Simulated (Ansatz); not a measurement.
| atom | x (Å) | y (Å) | z (Å) |
| --- | --- | --- | --- |
| S | -0.0739 | 0.1373 | -0.1087 |
| H | -0.0046 | 0.0290 | 1.3694 |

Basis set: aug-cc-pVDZ (spherical functions). Correlated methods keep 5 orbitals frozen. Charge 0, multiplicity 2.

Computed with Ansatz (development build ahead of 0.2.0); each method stands on the lowest determinant of its kind that the runs found.

The atomization energy at this shape (free ground-state atoms in the same class of orbitals less the molecule, no zero-point energy) of doublet SH:

```tsv
method	atomization energy
UHF-MP2	308.9 kJ/mol
```

Task: What does UHF give?

Result: 225.2 kJ/mol. Caution: the shape is not the minimum.
